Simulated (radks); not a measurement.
Values are calculated unless marked as measured or tabulated.
The mean radii <r> (bohr) of the occupied orbitals of an atom or ion are listed with their occupations. Level of theory: Dirac Kohn-Sham, PBE, spin-unpolarised, spherical densities, finite nucleus; Fermi nuclear charge, rms radius of each element as measured or else 0.836 A^(1/3) + 0.57 fm (a radial shooting solver on a logarithmic mesh with Libxc functionals).

| orbital | occ. | <r> |
|---|---|---|
| 1s1/2 | 2 | 0.01687 |
| 2s1/2 | 2 | 0.07047 |
| 2p1/2 | 2 | 0.05798 |
| 2p3/2 | 4 | 0.06653 |
| 3s1/2 | 2 | 0.1833 |
| 3p1/2 | 2 | 0.1736 |
| 3p3/2 | 4 | 0.1893 |
| 3d3/2 | 4 | 0.1648 |
| 3d5/2 | 6 | 0.1696 |
| 4s1/2 | 2 | 0.4070 |
| 4p1/2 | 2 | 0.4094 |
| 4p3/2 | 4 | 0.4434 |
| 4d3/2 | 4 | 0.4519 |
| 4d5/2 | 6 | 0.4631 |
| 5s1/2 | 2 | 0.9272 |
| 4f5/2 | 6 | 0.4951 |
| 4f7/2 | 8 | 0.5021 |
| 5p1/2 | 2 | 1.001 |
| 5p3/2 | 4 | 1.098 |
| 5d3/2 | 3.6 | 1.467 |
| 5d5/2 | 5.4 | 1.521 |
| 7f5/2 | 0.428571 | 21.69 |
| 7f7/2 | 0.571429 | 21.69 |

Name the element and its charge. Open shells, if any, are shared by 2j + 1.

Answer. Z = 79, gold, charge +1: Au+ in [Xe] 4f14 5d9 7f1. The 1s radius gives Z: for a bare nucleus <r> = (2 gamma + 1)/(2Z) with gamma = sqrt(1 - (Z/c)^2), 0.01667 bohr for Z = 79, and screening makes it slightly larger (0.01687 here). The occupations add up to 78, and the charge is Z minus that.
